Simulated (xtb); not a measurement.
Al(H)(Cl)(OMe) (CH4AlClO), SMILES C[O][AlH][Cl]. All values are semi-empirical tight-binding results from xtb (GFN2-xTB unless named), good for trends rather than for accurate numbers. Coordinates come from a GFN2-xTB optimisation. One conformer was computed; it need not be the lowest.

Optimised geometry:

```xyz
8

Al    -0.6007     0.1506     0.3358
H     -2.0023     0.1249     0.8961
Cl     0.6489     1.7004     0.7075
O     -0.2069    -1.1584    -0.5795
C      0.0278    -2.3119    -1.3386
H     -0.2230    -2.1237    -2.3846
H      1.0803    -2.5950    -1.2697
H     -0.5883    -3.1329    -0.9668
```
Charge 0, spin multiplicity 1.

For metal compounds this method's bond lengths and energies can be far off.

```json
{
  "orbital_gap": "4.97 eV",
  "zero_point_energy": "30.8 kcal/mol",
  "G − E(el) at 298.15 K (modified RRHO)": "11.2 kcal/mol"
}
```

Computed atomic charges and the Wiberg bond orders between heavy atoms:
charges (e) Al1 0.37, H2 -0.08, Cl3 -0.15, O4 -0.33, C5 0.04, H6 0.05, H7 0.05, H8 0.05. Bond orders Al1–Cl3 1.37, Al1–O4 1.38, O4–C5 0.97.
